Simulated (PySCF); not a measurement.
AgCl, SMILES [Cl][Ag], multiplicity 1.

Coordinates come from a PBE-D3(BJ)/def2-TZVPD optimisation. The multiplicity is an assumed one; other spin states were not compared. The def2 effective core potentials stand for the cores of Ag; spin–orbit coupling is left out.

Computed with PBE-D3(BJ)/def2-TZVPD (PySCF 2.14.0).

Frequencies are harmonic and unscaled.

Computed vibrational spectrum:
| mode | ν (cm⁻¹) | IR (km/mol) | moving atoms (share of kinetic energy) |
|---|---|---|---|
| 1 | 325 | 13.9 | Cl 75 %, Ag 25 % |
